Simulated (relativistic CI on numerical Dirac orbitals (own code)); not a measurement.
# Pd⁺: 3d photoemission

Computed with this model: Dirac-Coulomb-Breit CI, separate exchange-only KLI orbitals for each configuration, a model potential for QED, valence Slater integrals scaled by 0.9, multiplet model of photoemission in the sudden approximation; configurations [Kr] 4d9 → [Ar] 3d9 4s2 4p6 4d9; 300 K; Lorentzian 0.21 eV and Gaussian 0.5 eV FWHM. Energies are those of the free ion, without screening or charge transfer. The energies are binding energies and can lie tens of eV above those of solids. S is read from ⟨S²⟩ = S(S + 1).

Field parameters in Wybourne normalisation: Td as Oh with Dq negative (B⁴₀ = 21Dq, B⁴₄ = √(5/14) B⁴₀). The field is a parameter set, without covalency.

free ion: ground-state S = 0.50, centroid 355.53 eV. Peaks (eV, height): 352.5 (100), 353.8 (31), 354.4 (51), 356.4 (8), 358.6 (50), 359.6 (77).

Td, 10Dq = -1550 cm⁻¹: ground-state S = 0.50, centroid 355.53 eV. Peaks (eV, height): 352.5 (100), 353.8 (31), 354.5 (50), 356.5 (7), 358.7 (56), 359.6 (73).

Td, 10Dq = -4200 cm⁻¹: ground-state S = 0.50, centroid 355.53 eV. Peaks (eV, height): 352.6 (100), 353.8 (31), 354.7 (49), 356.7 (7), 358.9 (71), 359.7 (65).

Td, 10Dq = -6900 cm⁻¹: ground-state S = 0.50, centroid 355.53 eV. Peaks (eV, height): 352.6 (100), 353.8 (33), 354.9 (44), 359.0 (83), 359.7 (55).

Td, 10Dq = -9600 cm⁻¹: ground-state S = 0.50, centroid 355.53 eV. Peaks (eV, height): 352.6 (100), 353.8 (37), 355.1 (38), 359.0 (92), 359.7 (49).

Td, 10Dq = -12300 cm⁻¹: ground-state S = 0.50, centroid 355.53 eV. Peaks (eV, height): 352.6 (100), 353.8 (40), 355.4 (30), 359.1 (96).

Strongest unbroadened transitions for Td, 10Dq = -9600 cm⁻¹:

```csv
Energy (eV),Relative strength
352.13,100.0
352.35,57.3
352.68,55.2
352.69,50.3
352.93,19.4
352.96,26.5
353.71,26.3
353.79,25.5
354.92,20.5
355.17,21.9
355.55,34.2
358.28,21.1
358.83,59.3
359.08,75.4
359.11,52.4
359.74,52.0
359.81,22.9
360.24,17.5
```
